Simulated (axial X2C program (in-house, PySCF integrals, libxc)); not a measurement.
**Excited states of TaN by EOM-EE-CCSD**

Computed with an axial X2C code built on PySCF integrals: two-component X2C with atomic mean-field Coulomb and Gaunt terms, Gaussian nuclei, basis Ta dyall-acv3z, N dyall-av3z with contracted cores.

R = 1.673 Å (near the PBE0 minimum at charge 0 of the determinant lowest at the starting distance; the state shown can have its own minimum elsewhere).

Hartree–Fock spinors of TaN (one of each Kramers pair; a window near the gap, which can cut inner shells):

```
  ω  occupied  ε (eV)                    character
1/2       yes  -25.46  60% N s, 18% Ta d, 10% Ta p
1/2       yes  -11.56    56% N p, 31% Ta d, 6% N s
1/2       yes  -11.25   55% N p, 36% Ta d, 3% Ta p
3/2       yes  -11.20   54% N p, 38% Ta d, 3% Ta f
1/2       yes   -7.83  58% Ta s, 16% N p, 10% Ta d
1/2        no    0.02  75% Ta p, 14% Ta d, 10% N p
3/2        no    0.13   82% Ta p, 10% Ta d, 8% N p
1/2        no    0.24  66% Ta p, 28% Ta s, 4% Ta d
1/2        no    0.54    89% Ta p, 6% Ta d, 3% N p
1/2        no    0.59           61% Ta s, 36% Ta p
3/2        no    0.60   52% Ta d, 42% Ta p, 3% N p
```

Vertical excitation energies from the closed-shell determinant state of TaN:

```json
{"Ω": "1", "excitation (eV)": "0.510", "cm⁻¹": "4116", "hole of the leading pair": "56% Ta sσ, 15% Ta dσ, 13% N pσ", "particle of the leading pair": "95% Ta dδ", "weight of the pair (for Ω = 0 its time-reversed partner can hold as much again)": "0.97", "singles weight": "0.97"}
{"Ω": "2", "excitation (eV)": "0.682", "cm⁻¹": "5503", "hole of the leading pair": "57% Ta sσ, 14% Ta dσ, 13% N pσ", "particle of the leading pair": "95% Ta dδ", "weight of the pair (for Ω = 0 its time-reversed partner can hold as much again)": "0.68", "singles weight": "0.97"}
{"Ω": "3", "excitation (eV)": "0.958", "cm⁻¹": "7728", "hole of the leading pair": "57% Ta sσ, 15% Ta dσ, 13% N pσ", "particle of the leading pair": "95% Ta dδ", "weight of the pair (for Ω = 0 its time-reversed partner can hold as much again)": "0.97", "singles weight": "0.97"}
```

This point took 100 s on 1 thread of Arm Neoverse V2, on a shared host.

Reference electrons by ω block (each with its −ω partner): 1/2: 24, 3/2: 11, 5/2: 4, 7/2: 1. 18 electrons of TaN correlated (inner shells frozen), 84 natural virtual spinors (a truncated set); levels can be off by some tenths of an eV. Roots sought by Ω: (0: 5, 1: 4, 2: 3, 3: 1); the list ends where they run out and leaves out roots under 60 % singles weight. The solver can skip a root, and states that need a further excitation, which the method places far too high, are missing though they may lie low or lowest. T1 of the reference 0.029 (Lee–Taylor). Number of frozen shells: Ta 4 s, 3 p, 2 d, 1 f; N 1 s. Large amplitudes in the reference (orbital relaxation or multireference character) lower the reliability.
